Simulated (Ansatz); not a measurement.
Mulliken charges of H₄OSSn, SMILES `[OH][SnH2][SH]` from B3LYP/def2-TZVPP in Ansatz (PBE0-D4/def2-TZVP geometry).

```csv
atom,x (Å),y (Å),z (Å),charge (e)
O1,-1.594,-0.443,-0.504,-0.543
Sn2,0.003,0.631,-0.111,0.872
S3,1.814,-0.855,0.403,-0.386
H4,-1.411,-1.173,-1.100,0.177
H5,0.489,1.495,-1.497,-0.123
H6,-0.481,1.561,1.224,-0.114
H7,1.242,-1.284,1.540,0.116
```

**Question.** By hand: the dipole of these point charges (1 e Å = 4.8032 D).

**Answer.** Σ q r = (0.057, 0.402, 0.050) e Å, of length 0.409 e Å = 1.96 D.

**Question.** How does the dipole of the full density compare? (Best estimate.)

**Answer.** Ansatz gave: (0.081, 0.098, -0.025) e Å, 0.62 D; the point charges give 3.16 times that, at 36° from its direction.

Point charges leave out the atoms' own dipoles, such as those of lone pairs, and Mulliken's split depends on the basis, so the two needn't agree.

B3LYP here is the variant with VWN-RPA as its local correlation; programs differ in this.
